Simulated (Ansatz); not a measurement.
Consider the formal exchange of groups at a B–Si bond: `NB[SiH2]N` + `C=CCBr` → `NBCBr` + `C=C[SiH2]N`.

Computed with Ansatz on PBE0-D4/def2-TZVP structures; ΔE is electronic, products minus reactants. CBS: MP2 limit from def2 TZ/QZ plus the TZ coupled-cluster correction, frozen cores. Functionals use def2-TZVPP. B3LYP here is the variant with VWN-RPA as its local correlation; programs differ in this. For Br outer-core shells are correlated without core-valence functions, which leaves a few kJ/mol of doubt a bond. Scalar relativity is left out up to krypton. Each species was taken in one conformer, which may not be the lowest.

| level | ΔE (kcal/mol) |
| --- | --- |
| B3LYP-D4 | -16.9 |
| CAM-B3LYP-D4 | -17.6 |

Question: What does CCSD(T)/CBS give? (Estimate.)

Answer: Ansatz gave: -17.3 kcal/mol. The listed levels differ from it by 0.4, -0.3 kcal/mol.

Largest T1 diagnostic among the species: 0.013.

At CCSD(T), def2-SVP lies +1.6 kcal/mol from the extrapolated value and def2-TZVPP +0.5 kcal/mol. From PBE to PBE0 (25 % exact exchange), in def2-TZVPP and without D4, ΔE moves by −1.2 kcal/mol.
